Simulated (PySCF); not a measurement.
Input of a run (PBE0-D3(BJ)/def2-SVP geometry optimisation, gas phase (PySCF 2.14.0)), started from GFN2-xTB:
```
{"job": {"xc": "PBE0", "basis": "def2-SVP", "d3": "d3bj", "grid": 1, "kind": "geom"}, "charge": 0, "multiplicity": 1}
Cl    -0.394111     1.281084    -1.463408
C     -1.629252     0.686137    -0.331423
Si    -0.923719    -0.764965     0.721564
O      0.681527    -0.720337     0.680337
Ge     2.067527    -0.046654    -0.185541
H     -1.921254     1.538185     0.278280
H     -2.485203     0.388561    -0.931681
H     -1.305908    -0.562584     2.115526
H     -1.369402    -2.023274     0.126816
H      2.116838     1.423018     0.086253
H      1.974551    -0.432498    -1.627127
H      3.189605    -0.767359     0.504378
```

Output (energies in Eh, forces in Eh/bohr):
```
step   0  E = -2943.03050740  max force = 0.015995
step   1  E = -2943.03810178  max force = 0.004499
step   2  E = -2943.03866627  max force = 0.002293
step   3  E = -2943.03911379  max force = 0.002485
step   4  E = -2943.03967950  max force = 0.003968
step   5  E = -2943.04027024  max force = 0.008082
step   6  E = -2943.04109454  max force = 0.004417
step   7  E = -2943.04176827  max force = 0.003189
step   8  E = -2943.04212300  max force = 0.002063
step   9  E = -2943.04220195  max force = 0.001564
step  10  E = -2943.04229748  max force = 0.000928
step  11  E = -2943.04233447  max force = 0.001071
step  12  E = -2943.04238363  max force = 0.001298
step  13  E = -2943.04242300  max force = 0.001073
step  14  E = -2943.04246417  max force = 0.000817
step  15  E = -2943.04248744  max force = 0.000572
step  16  E = -2943.04249682  max force = 0.000255
optimisation converged
```

Problem. Summarise the run.

Solution. The energy falls by 31.5 kJ/mol over 17 energy and gradient evaluations, the largest force component goes from 0.0160 to 2.6e-04 Eh/bohr, and the atoms move by 0.397 Å rms after alignment. Among the bonds, Ge5–H10 and Ge5–H11 change most and about equally (+0.041 to +0.042 Å). Bonds longer at the end by more than 0.005 Å: 10 of 11; shorter: 1. Among the angles that change most is Si3–O4–Ge5, from 143.8° to 138.0°. Among the dihedrals that turn most is H7–C2–Si3–H8, from -106° to -62°. The energy never rose by more than 1e-6 Eh on the way. The first step brought 63 % of the lowering.

Problem. What are the final bond lengths?

Solution. Cl1–C2 1.796 Å, C2–Si3 1.892 Å, Si3–O4 1.647 Å, O4–Ge5 1.785 Å, C2–H6 1.100 Å, C2–H7 1.101 Å, Si3–H8 1.493 Å, Si3–H9 1.494 Å, Ge5–H10 1.537 Å, Ge5–H11 1.537 Å, Ge5–H12 1.537 Å. Numbering counts from 1 in the input's order; the species is `[SiH2]([O][GeH3])CCl`.

The run used 131 basis functions and 114 SCF cycles in all. Hardware: one thread of an x86-64 server, shared host. Cost: 89 s of wall time.

Not checked by PBE0-D3(BJ)/def2-SVP frequencies. The numbers are those of one conformer.
